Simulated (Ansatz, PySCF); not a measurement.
F3Ga, SMILES [F][Ga]([F])[F] (connectivity only; charge and spin as stated), charge -1, multiplicity 2. Atoms are numbered in the order given.

```xyz
4

Ga     0.1057    -0.1822    -0.4612
F     -1.4920    -0.8445     0.1860
F     -0.0404     1.6585    -0.4750
F      1.4071    -0.6100     0.7771
```
Charge -1, spin multiplicity 2.

Geometry optimised at B3LYP-D3(BJ)/def2-SVPD. The multiplicity is an assumed one; other spin states were not compared. The isomer is the one that the SMILES or the coordinates give; other isomers of the formula were not compared.

Two levels are set side by side: PBE-D3(BJ)/def2-SVPD (Ansatz, an electronic-structure program) and B3LYP-D3(BJ)/def2-SVPD (Ansatz). Each level has its own optimised geometry; the coordinates shown are those of the second. Frequencies come from the Hessian of PySCF at each geometry. Differences are taken from unrounded values.

| quantity | B3LYP-D3(BJ) |
|---|---|
| mean bond length (Å) | 1.847 |
| bond Ga1–F2 (Å) | 1.847 |
| bond Ga1–F3 (Å) | 1.847 |
| bond Ga1–F4 (Å) | 1.847 |
| highest harmonic wavenumber (cm⁻¹) | 539 |
| mean harmonic wavenumber (cm⁻¹) | 357 |
| zero-point energy (kcal/mol) | 3.07 |

Task: What does PBE-D3(BJ) give, and how far is it from B3LYP-D3(BJ)? (An estimate is asked for; the answer gives what the named calculation found.)

Result: 
| quantity | PBE-D3(BJ) | PBE-D3(BJ) minus B3LYP-D3(BJ) |
|---|---|---|
| mean bond length (Å) | 1.863 | 0.016 |
| bond Ga1–F2 (Å) | 1.863 | 0.016 |
| bond Ga1–F3 (Å) | 1.863 | 0.016 |
| bond Ga1–F4 (Å) | 1.863 | 0.016 |
| highest harmonic wavenumber (cm⁻¹) | 518 | -21 |
| mean harmonic wavenumber (cm⁻¹) | 341 | -17 |
| zero-point energy (kcal/mol) | 2.92 | -0.14 |

GGA bonds tend to be longer and softer than those of functionals with exact exchange. Differences between two approximate levels are no errors against the true value.
